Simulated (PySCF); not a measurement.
SMILES O=CCB(O)O, GFN2-xTB optimised geometry.

```
11

O     -2.30     0.05     0.61
C     -1.44    -0.78     0.79
C     -0.21    -0.88    -0.02
B      0.56     0.56     0.00
O      1.90     0.56     0.00
O     -0.14     1.70     0.00
H     -1.52    -1.48     1.64
H      0.43    -1.70     0.29
H     -0.49    -1.03    -1.07
H      2.30     1.43     0.00
H     -1.10     1.59     0.05
```

Density from PySCF 2.14.0 with PBE0/def2-TZVP at that geometry.

Minimum of the electron density along straight lines between bonded atoms, close to the bond critical point (lines longer than 1.1 times the sum of covalent radii, or with two minima, are not listed):

```tsv
bond	length / Å	ρ at the minimum / e bohr⁻³	∇²ρ there / e bohr⁻⁵	position (fraction from the first atom)
O1–C2	1.209	0.420	-0.01	0.67
C2–C3	1.482	0.272	…	0.52
C3–B4	1.629	…	-0.30	0.67
B4–O5	1.344	0.219	1.04	0.33
B4–O6	1.344	0.220	1.02	0.33
C2–H7	1.106	0.281	-1.00	0.65
C3–H8	1.085	0.280	-0.96	0.64
C3–H9	1.092	0.269	…	0.64
O5–H10	0.958	0.361	-2.50	0.81
O6–H11	0.965	0.351	-2.46	0.82
```

Question: Fill in the missing entries.

Answer: 
- C2–C3, ∇²ρ there / e bohr⁻⁵: -0.73
- C3–B4, ρ at the minimum / e bohr⁻³: 0.166
- C3–H9, ∇²ρ there / e bohr⁻⁵: -0.89
